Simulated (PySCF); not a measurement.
## Spin states of InC⁺

Unrestricted PBE0; basis In cc-pVDZ-PP with ECP28, C cc-pVDZ; scalar-relativistic core potentials; PySCF 2.14. Outer shells of the fragments: In+ 4d10 5s2; C 2s2 2p2.

Followed along the bond (rough minima from three points):

```
2Ms+1  unpaired  ⟨S²⟩ at the start  R at minimum (Å)  Te (eV)
    3  σ ↑, π ↑               2.01              2.89     0.00
    3      π ↑↑               2.07              2.36     0.12
    1  σ ↓, π ↑               1.02              2.83     0.40
    1      π ↑↓               1.00              2.37     0.57
```

Solutions found at the starting distance of 2.200 Å, counted from the lowest of them; the search is not exhaustive and high or unbound solutions are not listed, so other states can lie among these:

```csv
2Ms+1,unpaired,term,E (eV),⟨S²⟩,⟨Lz²⟩,μ (D)
3,π ↑↑,³Σ⁻,0.00,2.07,0.00,-0.94
3,"σ ↑, π ↑",³Π,0.43,2.01,1.00,1.17
1,π ↑↓,mixed,0.46,1.00,2.01,-0.97
1,"σ ↓, π ↑",mixed,0.72,1.02,1.00,0.94
1,none,mixed,1.79,0.00,2.00,-0.88
3,"σ ↑↑, π ↑↓",mixed,3.05,3.01,2.01,-1.74
1,"σ ↓↓, π ↑↑",mixed,3.34,2.01,0.00,-2.06
3,π ↑↑,mixed,4.54,2.10,2.01,1.71
3,"σ ↑, π ↑",³Π,4.66,2.07,1.02,-2.54
1,"σ ↓, π ↑",mixed,4.87,1.31,1.00,-1.85
```

A term symbol is given only where ⟨S²⟩ and ⟨Lz²⟩ are close to those of a pure state; real π, δ and φ orbitals otherwise mix terms. A positive dipole points towards C; it is taken about the centre of mass and depends on that origin.

Q: Compare the gap between the two lowest followed solutions at the starting distance with the gap between their minima.

A: At PBE0 the second solution (triplet, unpaired electrons π ↑↑) lies -0.43 eV from the first (triplet, unpaired electrons σ ↑, π ↑) at 2.200 Å and +0.12 eV at the minima; the two curves relax by different amounts, since their minima lie near 2.36 and 2.89 Å.

Spin–orbit coupling is left out. Counting both spins, an empty level lies below a filled one in some of these solutions, because spin and occupation are held.
